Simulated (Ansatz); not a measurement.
`[Li][O][Si](C)(C)C` → 3 C• + 9 H• + Li• + O• + Si•  (atomization)

Isolated molecules relaxed with PBE0-D4/def2-TZVP in Ansatz; ΔE leaves out vibrations. CBS: MP2 limit from def2 TZ/QZ plus the TZ coupled-cluster correction, frozen cores. This one scheme is used for every species, atoms too. Functionals use def2-TZVPP. No spin–orbit coupling; open shells (•) take unrestricted orbitals. Spin–orbit coupling would lower the free atoms: a little for C, O, Si. Bonds to Li are less sure, by a few kJ/mol each and by 10 to 20 or more in all where they break to atoms, as the def2 sets lack core-valence functions. One conformer a species, not always the lowest.

```tsv
level	ΔE (eV)
B97M-V	59.39
SCS-MP2/def2-TZVPP	58.39
SCS-MP2/def2-QZVPP	59.40
CCSD/CBS(def2)	58.74
```

(1) What does CCSD(T)/CBS give? (Best estimate.)

Largest T1 diagnostic among the species: 0.012.

Results:

(1) The calculation gave: +59.43 eV. The listed levels differ from it by -0.04, -1.04, -0.03, -0.69 eV.

In def2-TZVPP, CCSD(T) changes the Hartree–Fock value by +13.41 eV (the triples alone add +0.69 eV) and MP2 by +14.05 eV; breaking electron pairs costs correlation energy, which Hartree–Fock lacks. From BLYP to BHLYP (50 % exact exchange), in def2-TZVPP and without D4, ΔE moves by −0.63 eV: exact exchange takes away binding that semilocal exchange gives to molecules.

For atomizations the MP2-based limit and the directly extrapolated one differ by several kJ/mol either way, and by 10 to 25 for some Ge, Se and Sn compounds, so smaller differences from it don't rank the levels.
